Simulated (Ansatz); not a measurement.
Ansatz (a quantum-chemistry and plane-wave program) input for C4H6OSe, SMILES C=C=COC[SeH], PBE-D3(BJ)/def2-SVP. 

Ansatz 0.2 input:
```yaml
crystal:
  periodic: [false, false, false]
  atoms:
    - {symbol: C, position_ang: [3.96091703, 0.29370672, -0.18534313]}
    - {symbol: C, position_ang: [2.72017466, -0.09861343, -0.32416104]}
    - {symbol: C, position_ang: [1.48581407, -0.52994113, -0.45142813]}
    - {symbol: O, position_ang: [0.53930445, 0.13014747, -1.19074279]}
    - {symbol: C, position_ang: [-0.77488091, -0.30449475, -1.04850002]}
    - {symbol: Se, position_ang: [-1.61922687, 0.08769935, 0.71351331]}
    - {symbol: H, position_ang: [4.74105453, 0.00647467, -0.90209221]}
    - {symbol: H, position_ang: [4.27300237, 0.93091310, 0.65203808]}
    - {symbol: H, position_ang: [1.16209177, -1.46444431, 0.02496378]}
    - {symbol: H, position_ang: [-0.87102141, -1.40004121, -1.15103775]}
    - {symbol: H, position_ang: [-1.36155852, 0.18967410, -1.83078755]}
    - {symbol: H, position_ang: [-1.55644018, 1.55052118, 0.52999914]}
basis:
  gaussian:
    orbitals: def2-SVP
hamiltonian:
  xc: pbe
  dispersion: d3bj
relax: {f_tol: 0.002, max_steps: 200}
```

Program output:

```
WARN ansatz: RAYON_NUM_THREADS=1 ignored (pool sized by the plan → 1); use --threads N
Functional definition: PBE
integrals: 0.08 GiB planned
1469 factors; their error is unknown
mean field: 0.41 GiB planned
mean field evaluation 1: about -71600.9202 eV, gradient 5.8e1 eV
mean field evaluation 2: about -71583.1272 eV, gradient 9.6e1 eV
mean field evaluation 4: about -71609.7175 eV, gradient 1.1e1 eV
mean field evaluation 8: about -71610.0139 eV, gradient 1.8e-1 eV
mean field evaluation 16: about -71609.8700 eV, gradient 1.0e-3 eV
mean field -71609.86997843 eV, -2631.6141827940 hartree, gradient 1.4e-5 eV, S^2 0.000000; 0 other end points of the search recorded, 0 dependent functions left out
the calculation of the forces begins
reference -71609.87001514 eV, -2631.6141841432 hartree; 36, 36 occupied and 96, 96 virtual orbitals, 1469 factors
relax step   1: F+E_penalty+E_count = -71610.13094382 eV  Δ(F+E_penalty+E_count) = +0.000e0 eV  max|allowed force component| = 3.285e-1 eV/Å  Δτ_max = 0.0000 Å  (33 SCF iters, accepted)
these checks for a lower state are left out or cut short: starts, cluster_reference, orbital_swaps, neighbouring_geometries, increment
integrals: 0.08 GiB planned
1469 factors; their error is unknown
mean field: 0.41 GiB planned
mean field -71609.88247802 eV, -2631.6146421456 hartree, gradient 1.4e-5 eV, S^2 0.000000; 0 other end points of the search recorded, 0 dependent functions left out
the calculation of the forces begins
reference -71609.88251482 eV, -2631.6146434980 hartree; 36, 36 occupied and 96, 96 virtual orbitals, 1469 factors
relax step   2: F+E_penalty+E_count = -71610.14266937 eV  Δ(F+E_penalty+E_count) = -1.173e-2 eV  max|allowed force component| = 1.232e-1 eV/Å  Δτ_max = 0.0342 Å  (32 SCF iters, accepted)
these checks for a lower state are left out or cut short: starts, cluster_reference, orbital_swaps, neighbouring_geometries, increment
integrals: 0.08 GiB planned
1469 factors; their error is unknown
mean field: 0.41 GiB planned
mean field evaluation 32: about -71609.8758 eV, gradient 2.3e-1 eV
mean field -71609.87588301 eV, -2631.6143997835 hartree, gradient 1.4e-5 eV, S^2 0.000000; 0 other end points of the search recorded, 0 dependent functions left out
the calculation of the forces begins
reference -71609.87591990 eV, -2631.6144011392 hartree; 36, 36 occupied and 96, 96 virtual orbitals, 1469 factors
relax step   3: F+E_penalty+E_count = -71610.13532691 eV  Δ(F+E_penalty+E_count) = +7.342e-3 eV  max|allowed force component| = 1.853e-1 eV/Å  Δτ_max = 0.0860 Å  (31 SCF iters, rejected (line search))
these checks for a lower state are left out or cut short: starts, cluster_reference, orbital_swaps, neighbouring_geometries, increment
integrals: 0.08 GiB planned
1469 factors; their error is unknown
mean field: 0.41 GiB planned
mean field -71609.88378160 eV, -2631.6146900514 hartree, gradient 1.4e-5 eV, S^2 0.000000; 0 other end points of the search recorded, 0 dependent functions left out
the calculation of the forces begins
reference -71609.88381844 eV, -2631.6146914052 hartree; 36, 36 occupied and 96, 96 virtual orbitals, 1469 factors
relax step   4: F+E_penalty+E_count = -71610.14355471 eV  Δ(F+E_penalty+E_count) = -8.853e-4 eV  max|allowed force component| = 7.695e-2 eV/Å  Δτ_max = 0.0430 Å  (31 SCF iters, accepted)
these checks for a lower state are left out or cut short: starts, cluster_reference, orbital_swaps, neighbouring_geometries, increment
integrals: 0.08 GiB planned
1469 factors; their error is unknown
mean field: 0.41 GiB planned
mean field -71609.88535200 eV, -2631.6147477625 hartree, gradient 1.4e-5 eV, S^2 0.000000; 0 other end points of the search recorded, 0 dependent functions left out
the calculation of the forces begins
reference -71609.88538884 eV, -2631.6147491161 hartree; 36, 36 occupied and 96, 96 virtual orbitals, 1469 factors
relax step   5: F+E_penalty+E_count = -71610.14519686 eV  Δ(F+E_penalty+E_count) = -1.642e-3 eV  max|allowed force component| = 3.112e-2 eV/Å  Δτ_max = 0.0159 Å  (32 SCF iters, accepted)
these checks for a lower state are left out or cut short: starts, cluster_reference, orbital_swaps, neighbouring_geometries, increment
integrals: 0.08 GiB planned
1469 factors; their error is unknown
mean field: 0.41 GiB planned
mean field -71609.88536160 eV, -2631.6147481152 hartree, gradient 1.4e-5 eV, S^2 0.000000; 0 other end points of the search recorded, 0 dependent functions left out
the calculation of the forces begins
reference -71609.88539843 eV, -2631.6147494686 hartree; 36, 36 occupied and 96, 96 virtual orbitals, 1469 factors
[...]
relax step  35: F+E_penalty+E_count = -71610.14471199 eV  Δ(F+E_penalty+E_count) = +9.257e-3 eV  max|allowed force component| = 1.756e-1 eV/Å  Δτ_max = 0.0789 Å  (30 SCF iters, rejected (line search))
these checks for a lower state are left out or cut short: starts, cluster_reference, orbital_swaps, neighbouring_geometries, increment
integrals: 0.08 GiB planned
1469 factors; their error is unknown
mean field: 0.41 GiB planned
mean field -71609.89330793 eV, -2631.6150401376 hartree, gradient 1.4e-5 eV, S^2 0.000000; 0 other end points of the search recorded, 0 dependent functions left out
the calculation of the forces begins
reference -71609.89334438 eV, -2631.6150414769 hartree; 36, 36 occupied and 96, 96 virtual orbitals, 1469 factors
relax step  36: F+E_penalty+E_count = -71610.15418016 eV  Δ(F+E_penalty+E_count) = -2.108e-4 eV  max|allowed force component| = 1.147e-1 eV/Å  Δτ_max = 0.0394 Å  (31 SCF iters, accepted)
these checks for a lower state are left out or cut short: starts, cluster_reference, orbital_swaps, neighbouring_geometries, increment
integrals: 0.08 GiB planned
1469 factors; their error is unknown
mean field: 0.41 GiB planned
mean field -71609.89448097 eV, -2631.6150832457 hartree, gradient 1.4e-5 eV, S^2 0.000000; 0 other end points of the search recorded, 0 dependent functions left out
the calculation of the forces begins
reference -71609.89451743 eV, -2631.6150845858 hartree; 36, 36 occupied and 96, 96 virtual orbitals, 1469 factors
relax step  37: F+E_penalty+E_count = -71610.15514263 eV  Δ(F+E_penalty+E_count) = -9.625e-4 eV  max|allowed force component| = 2.125e-2 eV/Å  Δτ_max = 0.0153 Å  (33 SCF iters, accepted)
these checks for a lower state are left out or cut short: starts, cluster_reference, orbital_swaps, neighbouring_geometries, increment
integrals: 0.08 GiB planned
1469 factors; their error is unknown
mean field: 0.41 GiB planned
mean field -71609.89425316 eV, -2631.6150748739 hartree, gradient 1.4e-5 eV, S^2 0.000000; 0 other end points of the search recorded, 0 dependent functions left out
the calculation of the forces begins
reference -71609.89428963 eV, -2631.6150762140 hartree; 36, 36 occupied and 96, 96 virtual orbitals, 1469 factors
relax step  38: F+E_penalty+E_count = -71610.15501160 eV  Δ(F+E_penalty+E_count) = +1.310e-4 eV  max|allowed force component| = 3.255e-2 eV/Å  Δτ_max = 0.0082 Å  (33 SCF iters, rejected (line search))
these checks for a lower state are left out or cut short: starts, cluster_reference, orbital_swaps, neighbouring_geometries, increment
integrals: 0.08 GiB planned
1469 factors; their error is unknown
mean field: 0.41 GiB planned
mean field -71609.89447292 eV, -2631.6150829501 hartree, gradient 1.8e-5 eV, S^2 0.000000; 0 other end points of the search recorded, 0 dependent functions left out
the calculation of the forces begins
reference -71609.89450939 eV, -2631.6150842901 hartree; 36, 36 occupied and 96, 96 virtual orbitals, 1469 factors
relax step  39: F+E_penalty+E_count = -71610.15518161 eV  Δ(F+E_penalty+E_count) = -3.898e-5 eV  max|allowed force component| = 7.287e-3 eV/Å  Δτ_max = 0.0041 Å  (24 SCF iters, accepted)
these checks for a lower state are left out or cut short: starts, cluster_reference, orbital_swaps, neighbouring_geometries, increment
integrals: 0.08 GiB planned
1469 factors; their error is unknown
mean field: 0.41 GiB planned
mean field evaluation 288: about -71609.8943 eV, gradient 2.5e-1 eV
mean field -71609.89449639 eV, -2631.6150838124 hartree, gradient 1.5e-5 eV, S^2 0.000000; 0 other end points of the search recorded, 0 dependent functions left out
the calculation of the forces begins
reference -71609.89453283 eV, -2631.6150851518 hartree; 36, 36 occupied and 96, 96 virtual orbitals, 1469 factors
relax step  40: F+E_penalty+E_count = -71610.15518732 eV  Δ(F+E_penalty+E_count) = -5.716e-6 eV  max|allowed force component| = 5.095e-3 eV/Å  Δτ_max = 0.0061 Å  (24 SCF iters, accepted)
these checks for a lower state are left out or cut short: starts, cluster_reference, orbital_swaps, neighbouring_geometries, increment
integrals: 0.08 GiB planned
1469 factors; their error is unknown
mean field: 0.41 GiB planned
mean field -71609.89449505 eV, -2631.6150837634 hartree, gradient 1.8e-5 eV, S^2 0.000000; 0 other end points of the search recorded, 0 dependent functions left out
the calculation of the forces begins
reference -71609.89453150 eV, -2631.6150851029 hartree; 36, 36 occupied and 96, 96 virtual orbitals, 1469 factors
relax step  41: F+E_penalty+E_count = -71610.15518943 eV  Δ(F+E_penalty+E_count) = -2.111e-6 eV  max|allowed force component| = 3.197e-3 eV/Å  Δτ_max = 0.0009 Å  (23 SCF iters, accepted)
these checks for a lower state are left out or cut short: starts, cluster_reference, orbital_swaps, neighbouring_geometries, increment
integrals: 0.08 GiB planned
1469 factors; their error is unknown
mean field: 0.41 GiB planned
mean field -71609.89450396 eV, -2631.6150840909 hartree, gradient 8.1e-6 eV, S^2 0.000000; 0 other end points of the search recorded, 0 dependent functions left out
the calculation of the forces begins
reference -71609.89454042 eV, -2631.6150854304 hartree; 36, 36 occupied and 96, 96 virtual orbitals, 1469 factors
relax step  42: F+E_penalty+E_count = -71610.15519137 eV  Δ(F+E_penalty+E_count) = -1.932e-6 eV  max|allowed force component| = 2.532e-3 eV/Å  Δτ_max = 0.0015 Å  (23 SCF iters, accepted)
these checks for a lower state are left out or cut short: starts, cluster_reference, orbital_swaps, neighbouring_geometries, increment
integrals: 0.08 GiB planned
1469 factors; their error is unknown
mean field: 0.41 GiB planned
mean field -71609.89451128 eV, -2631.6150843597 hartree, gradient 8.2e-5 eV, S^2 0.000000; 0 other end points of the search recorded, 0 dependent functions left out
the calculation of the forces begins
reference -71609.89454773 eV, -2631.6150856992 hartree; 36, 36 occupied and 96, 96 virtual orbitals, 1469 factors
relax step  43: F+E_penalty+E_count = -71610.15519229 eV  Δ(F+E_penalty+E_count) = -9.213e-7 eV  max|allowed force component| = 1.837e-3 eV/Å  Δτ_max = 0.0007 Å  (20 SCF iters, accepted)
integrals: 0.08 GiB planned
1469 factors; their error is unknown
mean field: 0.41 GiB planned
mean field evaluation 320: about -71610.0352 eV, gradient 1.8e-1 eV
mean field -71609.89451128 eV, -2631.6150843597 hartree, gradient 8.2e-5 eV, S^2 0.000000; 1 other end points of the search recorded, 0 dependent functions left out
the calculation of the forces begins
reference -71609.89454773 eV, -2631.6150856992 hartree; 36, 36 occupied and 96, 96 virtual orbitals, 1469 factors
Total energy: -71610.15522874 eV, -2631.6246655496 hartree
Atom 0 at     4.056673     0.131838    -0.336282 Å, force    -0.000377    -0.000713     0.001010 eV/Å
Atom 1 at     2.752713    -0.039769    -0.278406 Å, force     0.000791    -0.001837     0.001635 eV/Å
Atom 2 at     1.447834    -0.219192    -0.164028 Å, force    -0.000414     0.001014    -0.000607 eV/Å
Atom 3 at     0.533184     0.408013    -0.983210 Å, force     0.000357    -0.000574    -0.000165 eV/Å
Atom 4 at    -0.699206    -0.237995    -1.129265 Å, force     0.000974     0.001246    -0.000230 eV/Å
Atom 5 at    -1.819326    -0.368367     0.522635 Å, force    -0.000618    -0.001687     0.000469 eV/Å
Atom 6 at     4.706625    -0.537968    -0.928950 Å, force    -0.000375     0.000994    -0.000986 eV/Å
Atom 7 at     4.559011     0.956651     0.202403 Å, force    -0.000194     0.000348    -0.000847 eV/Å
Atom 8 at     1.013195    -0.842605     0.641990 Å, force    -0.000499     0.000781    -0.000584 eV/Å
Atom 9 at    -0.596485    -1.295777    -1.458590 Å, force    -0.000477     0.000347     0.000273 eV/Å
Atom 10 at    -1.267978     0.333303    -1.883697 Å, force     0.000597    -0.000614     0.000400 eV/Å
Atom 11 at    -1.987009     1.103470     0.631822 Å, force     0.000236     0.000694    -0.000369 eV/Å
Dipole moment:    -0.008528    -0.044218    -0.090724 e Å
```

The run converged.

Cost: around 110 core-seconds (rough).
